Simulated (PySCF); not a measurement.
An unknown is described by computed data only.

Elements present: C, H and Si. Monoisotopic mass: 156.0791 u.

| Quantity | Value |
| --- | --- |
| Rotational structure | rotational constants A, B, C: 1.998, 0.826, 0.704 GHz [GFN2-xTB] |
| NMR, other nuclei | isotropic shieldings of nuclei other than C and H, by class: 424 (1 Si), 427 (1 Si) ppm [GIAO PBE0/pcSseg-1] |
| 1H NMR | chemical shifts (computed TMS as zero) by class: 7.29 (1 H), 6.48 (1 H), 4.34 (1 H), 4.20 (1 H), 4.02 (1 H), 3.82 (1 H), 2.46 (1 H), 1.06 (9 H) ppm [GIAO PBE0/pcSseg-1] |
| Dipole | 1.05 D [PBE0/pcSseg-1] |
| 13C NMR | chemical shifts (computed TMS as zero) by class: 165.3 (1 C), 134.2 (1 C), 52.4 (1 C), 35.1 (1 C), 31.2 (3 C) ppm [GIAO PBE0/pcSseg-1] |

Gas-phase values; electronic properties from PySCF, density fitting. Levels stand in brackets. Geometry: GFN2-xTB; no solvent, vibrations or thermal averaging. Each NMR value is the plain mean over a class of atoms that symmetry, rotation or inversion makes alike.

**Question.** Which formula fits the mass and the elements?

**Answer.** C7H16Si2 (calculated 156.0791). No other formula that holds each of these elements comes within 0.0003 u with a fitting electron parity and a possible valence count.

**Question.** What is the compound? Reason from the data.

**Answer.** Numbering: `[CH3:1][C:2]([CH3:3])([CH3:4])[C@H:5]1[CH:6]=[CH:7][SiH2:8][SiH2:9]1`. Its formula, C7H16Si2, gives 2 degrees of unsaturation: 1 ring and 1 π bond in the structure found. 7 carbons fall into 5 classes; from least to most shielded: alkene CH carbon [C6] (165.3 ppm), alkene CH carbon [C7] (134.2 ppm), ring sp3 carbon bound to silicon [C5] (52.4 ppm), quaternary sp3 carbon [C2] (35.1 ppm), methyl carbon [C1/C3/C4] (31.2 ppm, 3 C, up to 9.1 ppm apart in this geometry). Hydrogen classes from least to most shielded: 1 H on an alkene CH carbon, C6 (7.29 ppm), 1 H on an alkene CH carbon, C7 (6.48 ppm), 1 H on an SiH2 silicon, Si8 (4.34 ppm), 1 H on an SiH2 silicon, Si8 (4.20 ppm), 1 H on an SiH2 silicon, Si9 (4.02 ppm), 1 H on an SiH2 silicon, Si9 (3.82 ppm), 1 H on an sp3 carbon bound to silicon, C5 (2.46 ppm), 9 H on 3 methyl carbons, C1/C3/C4 (1.06 ppm, a mean of values up to 0.8 ppm apart in this geometry). The other shieldings belong to: 424 ppm, SiH2 silicon [Si8]; 427 ppm, SiH2 silicon [Si9]. The optimised geometry has point group C1 and is an asymmetric top. Structure: `CC(C)(C)[C@H]1C=C[SiH2][SiH2]1`. Computed isomers that give other values at the same levels: `C=CC[C@@H]1C[SiH2][SiH2][C@H]1C` (13C chemical shifts (computed TMS as zero) by class: 146.7 (1 C), 122.9 (1 C), 53.4 (1 C), 46.9 (1 C), 31.6 (1 C), 21.6 (1 C), 11.9 (1 C) ppm); `C=CC[C@@H]1C[SiH2][SiH2][C@@H]1C` (13C chemical shifts (computed TMS as zero) by class: 147.7 (1 C), 123.4 (1 C), 46.6 (1 C), 39.7 (1 C), 31.3 (1 C), 19.0 (1 C), 18.2 (1 C) ppm); `[SiH3]/C=C(\[SiH3])C1CCCC1` (13C chemical shifts (computed TMS as zero) by class: 171.5 (1 C), 134.0 (1 C), 58.3 (1 C), 33.8 (2 C), 26.5 (2 C) ppm). The assignments are read from this structure; whether some other isomer fits the data as well wasn't checked. The mirror image fits equally.
